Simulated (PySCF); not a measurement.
An unknown gives this computed stick spectrum. Level of theory: TDDFT wB97X-D/def2-SVPD, vertical, gas phase, core orbitals frozen in the response (PySCF). Geometries: GFN2-xTB, one conformer each.

| state | E (eV) | λ (nm) | f |
| --- | --- | --- | --- |
| S1 | 8.37 | 148.1 | 0.027 |
| S2 | 8.66 | 143.1 | 0.046 |
| S3 | 8.82 | 140.5 | 0.049 |
| S4 | 8.94 | 138.6 | 0.026 |
| S5 | 9.03 | 137.4 | 0.058 |
| S6 | 9.15 | 135.5 | 0.0059 |
| S7 | 9.46 | 131.1 | 0.0026 |
| S8 | 9.56 | 129.7 | 0.225 |

Triplets computed (Tamm–Dancoff): 8.15, 8.21, 8.47 eV.

Question: Which structure fits? All have the formula C4H9F3Si.
A. `CCC(F)(F)[SiH2]CF`
B. `C[SiH2]CCC(F)(F)F`
C. `C[C@@](F)(CF)[SiH2]CF`

Answer: B. Its S1, at 8.37 eV, is the highest among the candidates; the nearest of the others has S1 at 7.86 eV. S1 is HOMO→LUMO (85%). Löwdin shares by element: HOMO carbon 57% or more, silicon 22% (atoms not listed hold the other 22%); LUMO silicon 34%, carbon 19% or more, hydrogen 6% or more (atoms not listed hold the other 42%). At the same level the other candidates give, for their lowest levels:
- `C[C@@](F)(CF)[SiH2]CF`: 7.86 eV (f 0.010); 7.95 eV (f 0.040); 8.42 eV (f 0.075); 8.55 eV (f 0.015); 8.76 eV (f 0.076); T1 7.30 eV; HOMO -10.25, LUMO 2.02 eV
- `CCC(F)(F)[SiH2]CF`: 7.75 eV (f 0.019); 8.04 eV (f 0.025); 8.33 eV (f 0.053); 8.49 eV (f 0.023); 8.71 eV (f 0.006); T1 7.13 eV; HOMO -10.35, LUMO 1.88 eV

Conformer computed: `[CH3:1][SiH2:2][CH2:3][CH2:4][C:5]([F:6])([F:7])[F:8]`: C1–Si2–C3–C4 163°, Si2–C3–C4–C5 59°, C3–C4–C5–F6 46°.
